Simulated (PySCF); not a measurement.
A structure optimised at PBE-D3(BJ)/def2-SVP, used in a PySCF frequency run:

```xyz
15

O     -1.3593    -1.2414     0.6523
C     -2.0832    -0.8310    -0.5108
C     -1.8214     0.6574    -0.7071
Si     0.0527     1.0210    -0.8459
Si     1.1959    -0.3038     0.7244
F      2.7652     0.2306     0.7491
H     -1.3579    -2.2147     0.6973
H     -3.1735    -1.0276    -0.3767
H     -1.7540    -1.3997    -1.4140
H     -2.2231     1.2194     0.1629
H     -2.3527     1.0276    -1.6079
H      0.3142     2.4871    -0.6220
H      0.5279     0.6736    -2.2361
H      1.2714    -1.7509     0.3170
H      0.6824    -0.1588     2.1274
```

**Question.** Write its SMILES and formula.

**Answer.** OCC[SiH2][SiH2]F, C2H9FOSi2

**Question.** What are its rotational constants (standard atomic weights)?

**Answer.** 3.5752, 1.3498, 1.0337 GHz
